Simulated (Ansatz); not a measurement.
[YbCl6]3- (YbCl₆³⁻), relaxed as a doublet with UKS PBE-D4/def2-SVP in Ansatz, starting from the GFN2-xTB geometry. Force threshold 0.03 eV/Å.

In the def2 sets Yb takes a core potential; there is no spin–orbit coupling. With an open 4f shell the SCF may have ended on a state above the lowest. A multiply charged anion in the gas phase is held together partly by the finite basis. The highest occupied level of the charge -3 doublet lies above zero (up to 5.60 eV). It is a level of β spin, whose loss leaves a triplet; that state wasn't run at this geometry and level. The electron is either unbound and held by the finite basis, or the level is raised by self-interaction error. The gap within one spin of the charge -3 doublet nearly closes, so an electron or hole may be smeared out by delocalisation error. The relaxation made no stability test and no search for a lower SCF solution. No other spin state of charge -3 was run.

Start:

Cartesian coordinates in Å:
```
Yb 0.001 -0.001 -0.001
Cl 1.898 -1.788 0.365
Cl -1.907 1.776 -0.354
Cl 1.692 1.933 0.568
Cl -1.691 -1.930 -0.574
Cl -0.646 -0.174 2.542
Cl 0.653 0.183 -2.546
```

Problem. Estimate the energy that the relaxation releases and the steps that it takes.

Solution. 9.5 kJ/mol, in 4 steps; 42 s on 4 threads of Arm Neoverse V1 on a shared host. The force fell under the threshold at step 3, but the optimiser went on. No frequencies were taken in this run, so the end may be a saddle point.

Problem. Does the start keep its bonding and symmetry?

Solution. By distances, no bond broke or formed. The bond that changes most is Yb1–Cl5, from 2.63 to 2.71 Å (atoms count from 1). Point group Oh at the start, D3d at the end, both within 0.05 Å.

Problem. Predict the relaxed structure.

Solution. 
```xyz
7

Yb   -0.0001    0.0001    0.0001
Cl    1.9350   -1.8529    0.3918
Cl   -1.9360    1.8523   -0.3913
Cl    1.7178    2.0026    0.6089
Cl   -1.7174   -2.0024   -0.6096
Cl   -0.6314   -0.1838    2.6267
Cl    0.6322    0.1843   -2.6265
```
Bond lengths: 6 × Cl–Yb 2.71 Å.
